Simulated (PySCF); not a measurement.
Ionisation energy of Al²⁺ by level of theory

Al²⁺ [Ne] 3s1 (2S) → Al³⁺ [Ne] (1S), as a difference of total energies. Calculation: PySCF 2.14, in x2c-QZVPPall (9s6p4d2f1g, 70 functions); the spin-free X2C one-electron Hamiltonian (Gaussian nucleus). Correlated levels: valence and next inner shell: 1s2 frozen. The calculations carry no spin-orbit coupling.

```tsv
method	ionisation energy (eV)
UHF	28.089
LDA	28.877
PBE	28.874
PBE0	28.736
r2SCAN	28.438
revPBE	28.767
r2SCAN0	28.463
M06	28.090
wB97M-V	28.583
MP2 (valence and next inner shell)	28.376
SCS-MP2 (valence and next inner shell)	28.316
```

Q: How much does correlation contribute at MP2 (valence and next inner shell)?

A: 28.376 − (28.089) = 0.287 eV, measured against UHF.

Errors of the correlated levels include the incompleteness of this basis and the frozen core.

For comparison: 28.448 eV (measured; NIST Atomic Spectra Database, ionization energies).
